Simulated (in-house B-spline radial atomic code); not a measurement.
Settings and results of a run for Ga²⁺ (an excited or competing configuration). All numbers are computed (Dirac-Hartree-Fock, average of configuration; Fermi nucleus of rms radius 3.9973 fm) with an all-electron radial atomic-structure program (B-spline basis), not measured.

Command:
```bash
python run_scf.py task.json out
```
Settings (nuclear radius in fm, mass in u):
```
Z                31
configuration    [Ne] 3s2 3p5 3d10 4s1 6g1
hamiltonian      dirac
method           hf
spin_polarised   False
nucleus          fermi
rms_radius       3.9973
atomic_mass      68.92557
speed_of_light   137.035999084
```

Output (hartree, bohr):
```
 radial grid: 82 intervals, B-splines of order 8, outer radius 60 bohr

 iter        energy (Eh)    residual
    1      -1934.1280387    4.45e-01
    2      -1935.4177762    2.70e-01
    3      -1936.7067608    3.62e-02
    4      -1936.7364758    5.15e-03
    5      -1936.7371424    3.29e-03
    6      -1936.7373625    5.34e-04
    7      -1936.7373684    8.07e-05
    8      -1936.7373685    4.04e-06
    9      -1936.7373685    5.44e-07
   10      -1936.7373685    1.04e-08

 total energy                    -1936.737368
 kinetic                           1976.21046
 electron-nucleus                 -4635.17006
 electron-electron                  722.22222

 first-order corrections (not in the total)
   Gaunt                            0.93305
   retardation                     -0.08580
   frequency dependence            -0.00317
   self-energy                      0.62819
   Uehling                         -0.05891
   Wichmann-Kroll                   0.00050
   recoil                           0.01149

 orbital      occ     eigenvalue          <r>       <r^2>       <1/r>       <r^4>     <1/r^3>       r_max    small
 1s1/2      2.000     -385.69592    0.0485707  0.00317465     31.3093 2.59961e-05           -     0.03179  1.26e-02
 2s1/2      2.000      -50.95166     0.216604   0.0554057     6.91847  0.00534322           -       0.182  2.44e-03
 2p1/2      2.000      -45.09693     0.188361   0.0436042     6.83889  0.00387876           -      0.1446  2.40e-03
 2p3/2      4.000      -44.06713     0.191811   0.0450894      6.6669  0.00412245     857.979      0.1475  2.35e-03
 3s1/2      2.000       -8.04018     0.645784    0.480105     2.20041    0.368847           -      0.5628  5.47e-04
 3p1/2      1.667       -6.17093     0.663263    0.516284      2.0797    0.456272           -       0.561  5.03e-04
 3p3/2      3.333       -6.02745     0.672591    0.530736     2.04131    0.481916      115.29      0.5688  4.92e-04
 3d3/2      4.000       -2.67738     0.740504    0.685844     1.73636     1.04162     12.8243       0.529  3.74e-04
 3d5/2      6.000       -2.65721     0.744875    0.693927     1.72566     1.06605     12.4976      0.5318  3.70e-04
 4s1/2      1.000       -1.52304       1.9403     4.24242    0.666819     27.0438           -       1.706  7.55e-05
 6g7/2      0.444       -0.12505      14.6557     241.688   0.0834456     79902.7  0.00140025       15.57  3.34e-06
 6g9/2      0.556       -0.12505      14.6557      241.69   0.0834451       79904  0.00140021       15.57  3.34e-06
```

Run time, properties included: 2.7 s on 1 thread of Arm Neoverse N1, with other jobs on the host.

For the Dirac Hamiltonian the kinetic term is c α·p + (β - 1)c².
